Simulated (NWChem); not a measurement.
Program: NWChem. System: H4ClInS, charge 0, spin multiplicity 1, at a geometry optimised with B3LYP/def2-SVP with def2 effective core potentials on In. The structure started from a generated list of species. Level: MP2/def2-TZVP with def2 effective core potentials on In, 14 core orbitals frozen.

Job file:

```
start mol
memory heap 200 mb stack 800 mb global 1000 mb
geometry units angstroms nocenter noautoz noautosym
  In     0.780201     0.060929    -0.179295
  H      1.694394    -1.159845     0.621807
  H      1.103441     1.690826    -0.642840
  Cl    -1.079062    -0.877577    -1.430179
  S     -1.196298     0.604703     1.916881
  H     -1.562098     1.804314     1.406909
  H     -1.980788    -0.077266     1.042510
end
basis spherical
  * library def2-tzvp
end
ecp
  In library def2-ecp
end
scf
  rhf
  nopen 0
  maxiter 100
  thresh 1e-7
  semidirect memsize 60000000 filesize 0
end
mp2
  freeze core 14
end
task mp2 energy
```

Part of the output:

```
             Northwest Computational Chemistry Package (NWChem) 7.3.0
             --------------------------------------------------------

                                NWChem Input Module
                                -------------------

 Scaling coordinates for geometry "geometry" by  1.889725989
 (inverse scale =  0.529177249)

                             Geometry "geometry" -> ""
                             -------------------------

 Output coordinates in angstroms (scale by  1.889725989 to convert to a.u.)

  No.       Tag          Charge          X              Y              Z
 ---- ---------------- ---------- -------------- -------------- --------------
    1 In                  49.0000     0.78020100     0.06092900    -0.17929500
    2 H                    1.0000     1.69439400    -1.15984500     0.62180700
    3 H                    1.0000     1.10344100     1.69082600    -0.64284000
    4 Cl                  17.0000    -1.07906200    -0.87757700    -1.43017900
    5 S                   16.0000    -1.19629800     0.60470300     1.91688100
    6 H                    1.0000    -1.56209800     1.80431400     1.40690900
    7 H                    1.0000    -1.98078800    -0.07726600     1.04251000

 Effective nuclear repulsion energy (a.u.)     437.6151805638

            Nuclear Dipole moment (a.u.)
            ----------------------------
        X                 Y               Z
 ---------------- ---------------- ----------------
    -0.0000453534    -0.0000207870    -0.0000302356


 Summary of "ao basis" -> "" (spherical)
 ------------------------------------------------------------------------------
       Tag                 Description            Shells   Functions and Types
 ---------------- ------------------------------  ------  ---------------------
 *                         def2-tzvp                  on all atoms

 Summary of "ao basis" -> "ao basis" (spherical)
 ------------------------------------------------------------------------------
       Tag                 Description            Shells   Functions and Types
 ---------------- ------------------------------  ------  ---------------------
 In                        def2-tzvp                16       50   6s5p3d2f
 H                         def2-tzvp                 4        6   3s1p
 Cl                        def2-tzvp                13       37   5s5p2d1f
 S                         def2-tzvp                13       37   5s5p2d1f

                                 NWChem SCF Module
                                 -----------------

  ao basis        = "ao basis"
  functions       =   148
  atoms           =     7
  closed shells   =    29
  open shells     =     0
  charge          =   0.00
  wavefunction    = RHF
  use symmetry    = F
  symmetry adapt  = F

 Summary of "ao basis" -> "ao basis" (spherical)
 ------------------------------------------------------------------------------
       Tag                 Description            Shells   Functions and Types
 ---------------- ------------------------------  ------  ---------------------
 In                        def2-tzvp                16       50   6s5p3d2f
 H                         def2-tzvp                 4        6   3s1p
 Cl                        def2-tzvp                13       37   5s5p2d1f
 S                         def2-tzvp                13       37   5s5p2d1f

 Forming initial guess at       0.2s

      Superposition of Atomic Density Guess
      -------------------------------------

 Sum of atomic energies:       -1077.01584657

      Non-variational initial energy
      ------------------------------

 Total energy =   -1048.513682
 1-e energy   =   -1973.082154
 2-e energy   =     698.043268
 HOMO         =      -0.332981
 LUMO         =       0.017767

 Starting SCF solution at       6.0s

 ----------------------------------------------
         Quadratically convergent ROHF

 Convergence threshold     :          1.000E-07
 Maximum no. of iterations :          100
 Final Fock-matrix accuracy:          1.000E-09
 ----------------------------------------------

              iter       energy          gnorm     gmax       time
             ----- ------------------- --------- --------- --------
                 1    -1048.5859108953  6.83D-01  1.31D-01      7.0
                 2    -1048.6310415018  3.12D-01  5.85D-02      7.9
                 3    -1048.6379836058  2.01D-02  5.53D-03     10.8
                 4    -1048.6380308571  4.01D-04  8.56D-05     14.8
                 5    -1048.6380308794  5.81D-08  1.35D-08     21.7

       Final RHF  results
       ------------------

         Total SCF energy =  -1048.638030879402
      One-electron energy =  -1974.690524267851
      Two-electron energy =    699.527289046375
 Nuclear repulsion energy =    226.525204342074

        Time for solution =     15.7s

             Final eigenvalues
             -----------------

              1
    1 -104.7763
    2  -92.0136
    3  -10.5047
    4   -9.0186
    5   -7.9713
    6   -7.9707
    7   -7.9706
    8   -6.6998
    9   -6.6992
   10   -6.6985
   11   -5.3974
   12   -3.6579
   13   -3.6526
   14   -3.6490
   15   -1.0643
   16   -1.0473
   17   -1.0424
   18   -1.0379
   19   -1.0356
   20   -1.0252
   21   -0.9988
   22   -0.6305
   23   -0.5689
   24   -0.5450
   25   -0.4476
   26   -0.4447
   27   -0.4325
   28   -0.4139
   29   -0.4031
   30    0.0515
   31    0.0718
   32    0.1025
   33    0.1166
   34    0.1213
   35    0.1281
   36    0.1592
   37    0.1960
   38    0.2191
   39    0.2536

                       ROHF Final Molecular Orbital Analysis
                       -------------------------------------

 Vector   27  Occ=2.000000D+00  E=-4.325014D-01
              MO Center= -3.0D-01, -5.2D-01, -9.3D-01, r^2= 3.8D+00
   Bfn.  Coefficient  Atom+Function         Bfn.  Coefficient  Atom+Function
  ----- ------------  ---------------      ----- ------------  ---------------
    79      0.285378  4 Cl pz                77      0.269183  4 Cl px
    78      0.199449  4 Cl py                82      0.197064  4 Cl pz
    80      0.179955  4 Cl px

 Vector   28  Occ=2.000000D+00  E=-4.138898D-01
              MO Center= -9.7D-01, -3.6D-01, -3.3D-01, r^2= 4.6D+00
   Bfn.  Coefficient  Atom+Function         Bfn.  Coefficient  Atom+Function
  ----- ------------  ---------------      ----- ------------  ---------------
    79     -0.306264  4 Cl pz                77      0.278678  4 Cl px
   116     -0.245697  5 S  pz                82     -0.225076  4 Cl pz
    80      0.205167  4 Cl px               114      0.190338  5 S  px
   119     -0.171611  5 S  pz

 Vector   29  Occ=2.000000D+00  E=-4.031304D-01
              MO Center=  2.1D-02, -3.5D-01, -7.7D-01, r^2= 4.4D+00
   Bfn.  Coefficient  Atom+Function         Bfn.  Coefficient  Atom+Function
  ----- ------------  ---------------      ----- ------------  ---------------
    78      0.348975  4 Cl py                81      0.261413  4 Cl py
    79     -0.170383  4 Cl pz                58     -0.167672  3 H  s
    52      0.165445  2 H  s                 75      0.165407  4 Cl py

 Vector   30  Occ=0.000000D+00  E= 5.152185D-02
              MO Center=  1.3D+00,  4.3D-03, -5.7D-01, r^2= 9.5D+00
   Bfn.  Coefficient  Atom+Function         Bfn.  Coefficient  Atom+Function
  ----- ------------  ---------------      ----- ------------  ---------------
    21      0.831581  1 In pz                19     -0.653175  1 In px
   104     -0.311634  5 S  s                 20      0.280463  1 In py
   145     -0.229527  7 H  s                117     -0.219294  5 S  px
    15      0.159079  1 In pz

 Vector   31  Occ=0.000000D+00  E= 7.181766D-02
              MO Center=  1.4D+00,  4.1D-01,  2.6D-01, r^2= 1.1D+01
   Bfn.  Coefficient  Atom+Function         Bfn.  Coefficient  Atom+Function
  ----- ------------  ---------------      ----- ------------  ---------------
    19      1.100857  1 In px                21      0.522838  1 In pz
    20      0.494191  1 In py               145      0.418912  7 H  s
    16     -0.338579  1 In px                 5     -0.265020  1 In s
     6      0.237868  1 In s                 18     -0.216746  1 In pz
   118      0.216463  5 S  py               139     -0.215958  6 H  s

 Vector   32  Occ=0.000000D+00  E= 1.025187D-01
              MO Center=  5.4D-01,  2.7D-01, -2.8D-01, r^2= 1.5D+01
   Bfn.  Coefficient  Atom+Function         Bfn.  Coefficient  Atom+Function
  ----- ------------  ---------------      ----- ------------  ---------------
    20      1.522569  1 In py                21     -0.694209  1 In pz
    59     -0.604592  3 H  s                 53      0.592936  2 H  s
    17     -0.396914  1 In py               139      0.278091  6 H  s
    19     -0.264217  1 In px               104     -0.243164  5 S  s
   118     -0.214029  5 S  py                81     -0.167356  4 Cl py

 center of mass
 --------------
 x =   0.13130879 y =  -0.02112169 z =  -0.06993999

 moments of inertia (a.u.)
 ------------------
         867.375537406109         -45.728468470541         138.899989193110
         -45.728468470541        1294.131232665543        -286.656934413464
         138.899989193110        -286.656934413464         759.217938484513

  Mulliken analysis of the total density
  --------------------------------------

    Atom       Charge   Shell Charges
 -----------   ------   -------------------------------------------------------
    1 In  21    20.35   0.38 -0.81  1.54  0.87  0.72  0.29 -0.41  6.39  0.56  0.58  0.04  8.94  1.06  0.15  0.04  0.00
    2 H    1     1.11   0.21  0.56  0.33  0.01
    3 H    1     1.11   0.21  0.56  0.33  0.01
    4 Cl  17    17.57   2.01  0.45  1.52  1.07  0.91  4.18  1.69  1.07  2.87  1.79  0.00  0.01  0.00
    5 S   16    16.28   2.01  0.49  1.48  1.05  0.81  4.18  1.69  0.87  2.43  1.15  0.04  0.08  0.01
    6 H    1     0.81   0.23  0.47  0.08  0.02
    7 H    1     0.77   0.22  0.45  0.07  0.02

       Multipole analysis of the density wrt the origin
       ------------------------------------------------

     L   x y z        total         open         nuclear
     -   - - -        -----         ----         -------
     0   0 0 0      0.000000      0.000000     58.000000

     1   1 0 0      0.162305      0.000000    -41.282296
     1   0 1 0      0.871046      0.000000     -3.223916
     1   0 0 1      1.091592      0.000000      9.486886

     2   2 0 0    -38.113299      0.000000    235.431857
     2   1 1 0     -2.253013      0.000000      9.845920
     2   1 0 1     -4.037514      0.000000    -61.820028
     2   0 2 0    -39.887194      0.000000     94.585589
     2   0 1 1      0.443283      0.000000    143.925610
     2   0 0 2    -41.439396      0.000000    350.336106

                   NWChem MP2 Semi-direct Energy/Gradient Module
                   ---------------------------------------------

  Basis functions       =    148
  Molecular orbitals    =    148
  Frozen core           =     14
  Frozen virtuals       =      0
  Active alpha occupied =     15
  Active beta occupied  =     15
  Active alpha virtual  =    119
  Active beta virtual   =    119
  Use MO symmetry       = F
  Use skeleton AO sym   = F

  AO/Fock/Back tols     =   1.0D-09  1.0D-09  1.0D-09

 GA uses MA = F    GA memory limited = T

 Available:
  local mem=  1.15D+08
 global mem=  1.31D+08
 local disk=  0.00D+00
  mp2_memr nvloc                   119
  nvloc new                   119
   1 passes of  15:        5242880                     133898                  63045853.
   1 passes of  15: M    114667605           G      131028192           F     109424725.

 Semi-direct pass number   1 of   1  for RHF alpha+beta  at       21.9s
  vrange nnbf                 10382
  mp2_eaftype                   240  avail_ma_in_mb                   999
 EAF : mp2_eaftype filesize         240   31522927.
  mp2_eaf for mointskh                    240
Node 0 wrote    148.3 Mb in      0.1 s     Agg I/O rate:  2171.1 Mb/s
 Done moints_semi at       37.6s
  mp2_eaftype                   240  avail_ma_in_mb                   759
 EAF : mp2_eaftype filesize         240   31522927.
  mp2_eaf for kh                   240
 Done maket at       38.3s
 Done multipass loop at       38.3s

          -------------------------------------------
          SCF energy               -1048.638030879402
          Correlation energy          -0.658427583366
          Singlet pairs               -0.387966381828
          Triplet pairs               -0.270461201538
          Total MP2 energy         -1049.296458462768
          -------------------------------------------

          ---------------------------------------------------
                    Spin Component Scaled (SCS) MP2
          Same spin pairs                     -0.180307467692
          Same spin scaling factor             0.333333333333
          Opposite spin pairs                 -0.478120115674
          Opposite spin scaling fact.          1.200000000000
          SCS-MP2 correlation energy          -0.633846628040
          Total SCS-MP2 energy             -1049.271877507441
          ---------------------------------------------------

 -----------------------
 Performance information
 -----------------------

 Timer overhead =  2.27D-07 seconds/call

               Nr. of calls         CPU time (s)                 Wall time (s)                GFlops
             ---------------    -------------------     ------------------------------   -------------------
Name         Min   Avg   Max    Min     Avg     Max     Min     Avg     Max   Mx/calls   Min     Max     Sum
mp2: moin     1     1     1    16.     16.     16.      16.     16.     16.     16.      0.0     0.0     0.0
mp2: make     1     1     1   0.72    0.72    0.72     0.72    0.72    0.72    0.72      0.0     0.0     0.0
mp2: tota     1     1     1    17.     17.     17.      17.     17.     17.     17.      0.0     0.0     0.0

 The average no. of pstat calls per process was 3.00D+00
 with a timing overhead of 6.82D-07s

 Task  times  cpu:       38.3s     wall:       38.3s

 Total times  cpu:       38.3s     wall:       38.3s
```
